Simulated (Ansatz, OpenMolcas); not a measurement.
A ladder of methods for CH3ClF2Si (SMILES C[Si](F)(F)Cl)

The species is CH3ClF2Si (8 atoms), meant as a singlet with charge 0. As SMILES, `C[Si](F)(F)Cl`. The coordinates come from a PBE0-D4/def2-TZVP relaxation.

Each level gives the vertical ionisation energy (to the doublet cation) (eV). The values are calculated.

```tsv
level	kind	program	value (eV)	CPU time (all runs)
SVWN5/def2-SVP	LDA	OpenMolcas	11.63	72 s
M06-L/def2-SVP	meta-GGA	OpenMolcas	11.88	99 s
B3LYP/def2-SVP	global hybrid	Ansatz	11.86	32 s
BHLYP/def2-SVP	global hybrid	OpenMolcas	12.20	64 s
r2SCAN0/def2-SVP	hybrid meta-GGA	Ansatz	12.15	70 s
B2PLYP/def2-SVP	double hybrid	Ansatz	11.99	49 s
MP2/def2-SVP	perturbation theory	Ansatz	12.24	16 s
BCCD(T)/def2-SVP	coupled cluster or CI	Ansatz	12.00	3.3 min
```

The values span 11.63 to 12.24 eV. The second state's dipole differs much between rows, so they may not all be the same state. CPU times are rough (shared hosts, several kinds of processor and program).
